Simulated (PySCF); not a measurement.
Species: C2HCl2F2 (charge 0, doublet). It need not be the lowest isomer of its formula. SMILES: C([C](F)F)(Cl)Cl
Coordinates optimised at B3LYP-D3(BJ)/def2-TZVP (Ansatz):
```xyz
7

C     -1.1571     0.0666    -0.3312
F     -1.7710    -0.8928    -1.0133
F     -1.6445     0.1743     0.8906
C      0.3170     0.1063    -0.4927
Cl     1.1054    -1.3186     0.3148
Cl     0.9658     1.6362     0.1317
H      0.5688     0.0311    -1.5443
```
Charge 0, spin multiplicity 2.

Dispersion corrections to the total energy (kcal/mol) from the dftd3 and dftd4 libraries through PySCF: D3(BJ) without and D4 with the three-body term, each with the damping fitted for the functional named.

```json
[
 {"functional": "r2SCAN", "D3(BJ)": "-1.09", "D4": "-1.03"},
 {"functional": "BP86", "D3(BJ)": "-6.88", "D4": "-5.87"},
 {"functional": "BLYP", "D3(BJ)": "___", "D4": "-9.78"},
 {"functional": "HSE06", "D3(BJ)": "-2.77", "D4": "-3.40"},
 {"functional": "LC-wPBE", "D3(BJ)": "-3.98", "D4": "___"},
 {"functional": "PW6B95", "D3(BJ)": "-2.17", "D4": "___"},
 {"functional": "revPBE", "D3(BJ)": "-10.45", "D4": "-13.75"}
]
```

Task: What belongs in the gaps?

Result: 
- BLYP, D3(BJ): -9.11
- LC-wPBE, D4: -4.86
- PW6B95, D4: -3.70
